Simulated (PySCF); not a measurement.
Some computed properties have been withheld. Give your best values.

C4H3O4S2 (charge -1).
Numbering: `[O:1]=[S:2](=[O:3])([OH:4])[c:5]1[cH:6][s:7][c:8]([O-:9])[cH:10]1` (hydrogens: H11 on O4; H12 on C6; H13 on C10)

Conformer (atom-mapped SMILES and torsion angles): `[O:1]=[S:2](=[O:3])([OH:4])[c:5]1[cH:6][s:7][c:8]([O-:9])[cH:10]1`: O1–S2–C5–C6 -144°, H–O4–S2–O1 -45°.

```tsv
property	level	value
point group of the GFN2-xTB geometry	GFN2-xTB	?
rotational constants A, B, C of the GFN2-xTB geometry	GFN2-xTB	2.246, 0.638, 0.553 GHz
HOMO energy	PBE0/pcSseg-1	-1.20 eV
LUMO energy	PBE0/pcSseg-1	?
13C chemical shifts (computed TMS as zero) by class	GIAO PBE0/pcSseg-1	?
1H chemical shifts (computed TMS as zero) by class	GIAO PBE0/pcSseg-1	?
isotropic shieldings of nuclei other than C and H, by class	GIAO PBE0/pcSseg-1	-19 (O9), 111 (O4), 121 (O1/O3), 186 (S2), 292 (S7) ppm
```

Electronic properties: PySCF, gas phase, density fitting. NMR classes are plain means over equivalent atoms (diastereotopic ones count apart unless rotation or inversion swaps them), as if these changed places fast; in this geometry the members of some classes differ. No diffuse functions stand in pcSseg-1, which bears on an anion's orbital energies.

Q: What are the 13C chemical shifts (computed TMS as zero) by class?

A: 185.2 (C8), 136.4 (C5), 104.0 (C6), 78.4 (C10) ppm.

Q: What are the 1H chemical shifts (computed TMS as zero) by class?

A: 5.51 (H12), 4.38 (H13), 3.98 (H11) ppm.

Q: The LUMO energy?

A: 3.40 eV.

Q: The point group of the GFN2-xTB geometry?

A: C1.

With B = h/(8π²I), that is 505.379 GHz u Å² over I, the principal moments of inertia are 225.0, 791.5 and 914.3 u Å² (most abundant isotopes). The rotational constants make it an asymmetric top with κ = (2B − A − C)/(A − C) = -0.90, nearer the prolate limit (−1).

For the NMR shielding job (PBE0/pcSseg-1), the run took 44 s wall on Intel Xeon Platinum 8488C, one thread, on a shared host, and the process peaked at 0.93 GiB of memory.

One conformer stands for the species.
